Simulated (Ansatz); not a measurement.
A nudged elastic band was laid between two geometries of ClFH2O2Ti + H4Si (12 atoms, charge 0, multiplicity 1).

Computed with RKS PBE/def2-SVP in Ansatz 0.2.0.

- movable images: 7
- climbing image: yes
- spring: 0.1 eV/Å²
- optimiser: quadratic models (default)
- start path: through a guess of the saddle point
- force threshold: 0.05 eV/Å
- iteration limit: 60
- end points: relaxed

Initial state:

```xyz
12
Properties=species:S:1:pos:R:3
Ti -0.484 -0.466 -0.263
Cl -0.988 -0.412 1.900
O 0.947 0.546 -0.604
H 1.869 0.453 -0.294
O -1.828 0.175 -1.238
H -2.712 -0.208 -1.390
F -0.175 -2.145 -0.675
Si 2.202 2.741 1.583
H 3.057 1.586 1.120
H 1.866 3.607 0.405
H 2.997 3.533 2.584
H 0.956 2.206 2.223
```

Final state:

```xyz
12
Properties=species:S:1:pos:R:3
Ti -0.340 0.410 -0.191
Cl 2.821 -0.956 1.951
O 1.121 -0.456 -0.708
H 1.731 -0.918 -0.083
O -1.221 1.107 -1.576
H -2.142 1.407 -1.678
F -1.268 -0.280 1.132
Si 0.878 2.431 0.911
H 1.879 1.907 1.947
H 1.726 3.232 -0.048
H 0.031 3.413 1.689
H 2.492 0.320 2.005
```

Question: What changes between the two ends?

Answer: Bonds broken: Ti1–Cl2, Si8–H12. Bonds formed: Ti1–Si8, Cl2–H12. ClFH2O2Ti + H4Si becomes ClH + FH5O2SiTi.

Question: Give the energies along the band, and the barrier.

Answer: The forces met the threshold. The highest image is number 6 of 0 to 8, 41.3 kcal/mol above the first end and 4.9 kcal/mol above the last; the last end lies 36.4 kcal/mol above the first. The profile has 2 maxima (images 2, 6) with wells between them (image 4): this band takes more than one step, which may be the mechanism or a detour left from its start path. Neighbouring images differ by up to 1.5 eV, so the band resolves the path poorly. The order of the point at the top wasn't checked. The orbitals stay closed-shell, which can raise the energy where a bond breaks towards radicals; this wasn't checked here.

| image | path coordinate (Å) | energy (kcal/mol) | Ti1–Cl2 (Å) | Si8–H12 (Å) | Ti1–Si8 (Å) |
| --- | --- | --- | --- | --- | --- |
| 0 | 0.00 | 0.0 | 2.22 | 1.50 | 4.57 |
| 1 | 2.19 | 0.2 | 2.22 | 1.50 | 4.36 |
| 2 | 4.39 | 0.9 | 2.22 | 1.50 | 4.19 |
| 3 | 6.60 | 0.4 | 2.22 | 1.50 | 4.21 |
| 4 | 8.83 | 0.1 | 2.22 | 1.50 | 4.52 |
| 5 | 11.06 | 7.1 | 2.25 | 1.50 | 3.60 |
| 6 | 13.28 | 41.3 | 2.86 | 2.11 | 2.69 |
| 7 | 14.47 | 38.2 | 3.46 | 2.58 | 2.61 |
| 8 | 15.75 | 36.4 | 4.06 | 2.87 | 2.60 |

Question: What is the geometry of the highest image?

Answer: 
```xyz
12
Properties=species:S:1:pos:R:3
Ti 0.155 0.165 -0.043
Cl 1.913 -0.798 1.998
O 1.371 -0.609 -1.099
H 1.912 -1.371 -0.810
O -0.754 1.265 -1.111
H -1.580 1.759 -0.959
F -1.033 -0.769 0.854
Si 0.977 2.461 1.099
H 1.883 2.617 2.302
H 1.604 3.248 -0.023
H -0.330 3.121 1.476
H 1.590 0.527 1.667
```

The band took 57 iterations and of the order of 60 core-minutes.

Run time: 16 min on 4 threads of Arm Neoverse V1 (shared host), peak memory 0.24 GiB.
